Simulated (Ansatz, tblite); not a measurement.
Removing and adding an electron: `SC#Cc1ccc(C#Cc2ccc(C#Cc3ccc(S)cc3)cc2)cc1`. Total charge 0; singlet. Geometry: r2SCAN-D4/def2-SVP. Ansatz, gas phase; energy differences of separate SCF runs; the oxidised species was run as a doublet alone; the reduced species was run as a doublet alone.

Cartesian coordinates in Å:
```
S 4.302 -2.221 -10.967
C 3.774 -2.004 -9.386
C 3.315 -1.761 -8.275
C 2.800 -1.487 -6.982
C 3.153 -2.295 -5.875
C 2.649 -2.024 -4.611
C 1.770 -0.935 -4.397
C 1.255 -0.660 -3.107
C 0.809 -0.422 -1.990
C 0.292 -0.147 -0.700
C -0.618 0.919 -0.495
C -1.125 1.188 0.768
C -0.743 0.405 1.884
C -1.262 0.679 3.174
C -1.713 0.914 4.290
C -2.236 1.184 5.579
C -3.184 2.214 5.778
C -3.699 2.479 7.042
C -3.283 1.724 8.153
S -3.889 1.996 9.789
C -2.338 0.697 7.968
C -1.825 0.432 6.704
C 0.170 -0.658 1.680
C 0.676 -0.927 0.417
C 1.417 -0.130 -5.506
C 1.921 -0.398 -6.771
H 5.131 -3.271 -10.733
H 3.831 -3.139 -6.026
H 2.929 -2.654 -3.764
H -0.920 1.529 -1.350
H -1.829 2.011 0.913
H -3.514 2.807 4.921
H -4.433 3.281 7.166
H -4.719 3.016 9.479
H -2.006 0.101 8.824
H -1.092 -0.368 6.571
H 0.472 -1.269 2.535
H 1.380 -1.751 0.272
H 0.739 0.713 -5.355
H 1.642 0.233 -7.618
```

The xTB rows come from tblite. Single mean-field runs in def2-TZVP are fitted with def2-universal-jkfit.

```json
{"level": "PBE-D4/def2-TZVP", "−HOMO (eV)": "4.92", "vertical IE (eV)": "6.34", "−LUMO (eV)": "2.80", "vertical EA (eV)": "1.42", "HOMO–LUMO gap (eV)": "2.11", "IE − EA (eV)": "4.92", "remarks": "HOMO above zero (-1 doublet)"}
{"level": "PBE0-D4/def2-TZVP", "−HOMO (eV)": "5.71", "vertical IE (eV)": "6.71", "−LUMO (eV)": "2.20", "vertical EA (eV)": "1.27", "HOMO–LUMO gap (eV)": "3.51", "IE − EA (eV)": "5.44", "remarks": "–"}
```

**Question.** Estimate the rows for GFN1-xTB, GFN2-xTB.

**Answer.** 
```tsv
level	−HOMO (eV)	vertical IE (eV)	−LUMO (eV)	vertical EA (eV)	HOMO–LUMO gap (eV)	IE − EA (eV)
GFN1-xTB	10.57	12.03	8.42	6.85	2.15	5.17
GFN2-xTB	9.80	11.21	7.62	6.08	2.18	5.13
```

   A HOMO above zero means that the electron is unbound at that level or that self-interaction error raises the level; the energy of removing that electron tells which. Raw xTB energy differences between charge states are shifted by several eV; the methods need an empirical correction for them. Sets without diffuse functions give affinities that are too small.
